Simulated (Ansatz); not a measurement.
In7Sb8H24⁺, a nanocrystal cut from zinc blende InSb (hydrogen-capped). Charge 1, multiplicity 1. Geometry PBE-D4/def2-SVP; atoms count from 1.

```xyz
39

In    3.728   -3.643    0.063
In    1.616   -0.615    3.893
In   -1.531   -3.892    0.814
In    0.561    0.144   -0.726
In   -4.230   -0.055   -0.513
In   -1.074    3.227    2.568
In   -1.749    4.150   -2.629
Sb    1.153   -4.889    0.047
Sb    3.711   -2.227    2.548
Sb    2.891   -1.354   -1.516
Sb    0.971    1.304    1.804
Sb   -1.723   -1.498   -0.827
Sb    0.395    2.195   -2.740
Sb   -3.826    2.197   -2.398
Sb   -1.270    4.859    0.101
H     5.139   -4.470   -0.502
H     2.526    0.234    5.093
H     0.290   -1.725    3.917
H    -1.240   -3.320    2.421
H    -2.575   -5.073    0.105
H    -4.098    0.752    1.012
H    -5.456   -0.983   -1.303
H    -0.345    4.329    3.683
H    -2.564    2.348    2.512
H    -1.751    5.335   -3.889
H     1.473   -6.338    0.914
H     1.120   -5.639   -1.498
H     4.255   -3.442    3.635
H     5.209   -1.387    2.502
H     4.167   -0.228   -1.745
H     2.702   -1.753   -3.175
H     2.403    2.204    1.496
H    -1.653   -2.012   -2.467
H     0.474    1.416   -4.268
H     1.939    2.941   -2.835
H    -4.026    1.686   -4.025
H    -5.228    3.192   -2.379
H     0.058    5.940   -0.032
H    -2.444    6.089    0.344
```

In the def2 sets In, Sb take a core potential; there is no spin–orbit coupling. Single mean-field runs in def2-SVP are fitted with def2-universal-jkfit.

Estimate the Mulliken populations of the heavy atoms from the PBE0/def2-SVP orbitals of Ansatz.


| atom | charge (e) |
| --- | --- |
| In1 | 0.23 |
| In2 | 0.26 |
| In3 | 0.26 |
| In4 | 0.15 |
| In5 | 0.26 |
| In6 | 0.26 |
| In7 | 0.23 |
| Sb8 | -0.01 |
| Sb9 | -0.01 |
| Sb10 | 0.01 |
| Sb11 | -0.18 |
| Sb12 | -0.18 |
| Sb13 | 0.01 |
| Sb14 | -0.01 |
| Sb15 | -0.01 |
Mulliken values depend strongly on the basis.

And the Mayer bond orders between heavy atoms (over 0.3)?

In1–Sb8 0.78 (2.86 Å); In1–Sb9 0.78 (2.86 Å); In1–Sb10 0.64 (2.90 Å); In2–Sb9 0.54 (2.96 Å); In2–Sb11 0.66 (2.91 Å); In3–Sb8 0.54 (2.96 Å); In3–Sb12 0.66 (2.91 Å); In4–Sb10 0.71 (2.88 Å); In4–Sb11 0.87 (2.81 Å); In4–Sb12 0.87 (2.81 Å); In4–Sb13 0.71 (2.88 Å); In5–Sb12 0.66 (2.91 Å); In5–Sb14 0.54 (2.96 Å); In6–Sb11 0.66 (2.91 Å); In6–Sb15 0.54 (2.96 Å); In7–Sb13 0.64 (2.90 Å); In7–Sb14 0.78 (2.86 Å); In7–Sb15 0.78 (2.86 Å).
